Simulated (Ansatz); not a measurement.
Computed with Ansatz on PBE0-D4/def2-TZVP structures; ΔE is electronic, products minus reactants. CCSD(T)/CBS is the MP2 limit (def2-TZVPP, def2-QZVPP) plus CCSD(T) − MP2 in def2-TZVPP, frozen cores. Functionals use def2-TZVPP. B3LYP here is the variant with VWN-RPA as its local correlation; programs differ in this. For Ge outer-core shells are correlated without core-valence functions, which leaves a few kJ/mol of doubt a bond. Scalar relativity is left out up to krypton. Each species was taken in one conformer, which may not be the lowest.

`N[SiH](S)CCl` + `OC[S][GeH3]` → `O[SiH](S)CCl` + `NC[S][GeH3]`  (redistribution)

```
             level  ΔE (kcal/mol)  difference from CCSD(T)/CBS
            PBE-D4          -12.0                          2.0
         r2SCAN-D4          -13.0                          1.0
           PBE0-D4          -12.9                          1.1
          B3LYP-D4          -13.2                          0.8
           ωB97X-V          -13.7                          0.3
           ωB97M-V          -13.9                          0.1
            B2PLYP          -13.8                          0.2
               PBE          -12.0                          2.0
            r2SCAN          -13.0                          1.0
              PBE0          -12.9                          1.1
             B3LYP          -13.0                          1.0
    MP2/def2-TZVPP          -14.9                         -0.9
SCS-MP2/def2-TZVPP          -14.9                         -0.9
   CCSD/def2-TZVPP          -14.5                         -0.5
    MP2/def2-QZVPP          -14.8                         -0.8
    CCSD/CBS(def2)          -14.3                         -0.3
       CCSD(T)/CBS          -14.0                            0
```

Largest T1 diagnostic among the species: 0.012.

From PBE to PBE0 (25 % exact exchange), in def2-TZVPP and without D4, ΔE moves by −1.0 kcal/mol.
